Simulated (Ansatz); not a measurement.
FGa, charge +1, doublet, at a GFN2-xTB geometry (such geometries of metal compounds can be far from the true shape) (a state made from the parent by changing its charge; the spin is typed, not shown lowest). Base run: Ansatz (a quantum-chemistry and plane-wave program) with B3LYP/6-31G**.

The Ansatz input:
Ansatz 0.2 input:
```yaml
crystal:
  periodic: [false, false, false]
  atoms:
    - {symbol: Ga, position_ang: [-0.00000000, -0.00000000, -0.41893312]}
    - {symbol: F, position_ang: [0.00000000, 0.00000000, 1.44299185]}
basis:
  gaussian:
    orbitals: 6-31G__.json
hamiltonian:
  xc: b3lyp
total_charge: 1
magnetization: {spin_polarized: true, initial_magnetization: 1}
```
The basis file holds 6-31G** in the JSON format of the Basis Set Exchange.

The base run was repeated with changes; each row names its change, and settings that it needs were set with it.

```
change               basis functions       E (Eh)
-------------------  ---------------  -----------
base                              50  -2024.13594
basis = pcseg-0                  ___          ___
basis = 3-21G                     32  -2014.43757
basis = cc-pVDZ                   41  -2024.38348
basis = def2-SVP                  46  -2024.08276
basis = def2-SV(P)                46  -2024.08276
basis = 6-31G*                    50  -2024.13594
basis = aug-pcseg-1               59  -2024.18694
basis = def2-SVPD                 61  -2024.09198
basis = 6-311G**                 ___          ___
basis = pc-2                      73  -2024.50600
basis = aug-cc-pVTZ              ___          ___
basis = def2-QZVPP               ___          ___
```

Question: Some entries are withheld; supply them.

Answer: 
- basis = pcseg-0, basis functions: 31
- basis = pcseg-0, E (Eh): -2021.73914
- basis = 6-311G**, basis functions: 62
- basis = 6-311G**, E (Eh): -2024.40207
- basis = aug-cc-pVTZ, basis functions: 105
- basis = aug-cc-pVTZ, E (Eh): -2024.48885
- basis = def2-QZVPP, basis functions: 146
- basis = def2-QZVPP, E (Eh): -2024.50833

Totals compare only among sets that treat the same electrons; sets with core potentials leave the core out.
